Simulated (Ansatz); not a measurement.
Ti₂S₃, relaxed as a singlet with RKS PBE-D4/def2-SVP in Ansatz, starting from the GFN2-xTB geometry. Force threshold 0.02 eV/Å.

The restricted singlet is unstable towards broken spin symmetry at other levels; at PBE-D4/def2-SVP this wasn't settled. Another isomer (singlet) lies 3.12 eV lower at PBE0-D4/def2-TZVP; other spin states weren't run for this one.

Start:

```xyz
5

Ti    0.511    2.636    0.252
Ti   -0.662   -1.836   -1.003
S     0.233   -1.543    1.548
S     0.420    0.680    1.376
S    -0.503    0.063   -2.173
```

```tsv
step	energy (eV)	largest force component (eV/Å)	SCF passes
1	-78692.2286	2.804	117
2	-78693.6719	2.875	53
3	-78694.5694	1.532	43
4	-78695.2267	1.274	37
5	-78695.8770	2.060	44
6	-78696.4944	2.059	43
7	-78696.7636	1.070	44
8	-78696.9203	0.874	51
9	-78696.9994	1.021	55
10	-78697.3266	1.273	48
11	-78697.7969	1.246	38
12	-78698.1593	0.275	31
13	-78698.2265	0.052	31
14	-78698.2281	0.082	25
15	-78698.2285	0.013	26
```

Force components are those of the run's own axes.

End:

```xyz
5

Ti   -0.4008    1.5239   -0.0753
Ti   -0.9048   -1.1418   -0.5702
S     0.1432   -2.1572    0.8877
S     0.8116    1.4943    1.5933
S     0.3507    0.2808   -1.8355
```

Bonds lost: S3–S4 (atoms count from 1). Bonds formed: Ti1–S5 (atoms count from 1). Metal–metal contacts that move far: Ti1–Ti2 4.79 to 2.76 Å.

No frequencies were taken in this run, so the end may be a saddle point.

Run time 71 s (4 threads of Intel Xeon on a shared host).
